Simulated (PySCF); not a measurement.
**Ag⁺ (silver, charge +1): UHF calculation**

Configuration: [Kr] 4d10, closed-shell 1S. All numbers are calculated (PySCF 2.14, scalar relativity through the core potential, in def2-SVP with the def2 core potential (28 electrons) (5s3p2d1f, 31 functions)).

- Total energy: -145.850434 hartree
- One-electron energy: -255.8774 hartree
- Hartree (Coulomb) energy: 123.2679 hartree
- Exchange energy: -13.2410 hartree
- ⟨S²⟩: 0.0000
- ⟨L²⟩: 0.000
- Sum of ⟨r⟩: 21.78 bohr
- Sum of ⟨r²⟩: 31.68 bohr²
- Time after the integrals: 0.12 s of wall time on 1 thread of Neoverse-N1 (shared host)

```tsv
shell	electrons	mean orbital energy (hartree)	rms radius, mean of both spins (bohr)
4s	2	-4.62587	0.984
4p	6	-3.07956	1.08
4d	10	-0.80944	1.51
```

Energies and moments cover only the electrons outside the core potential.
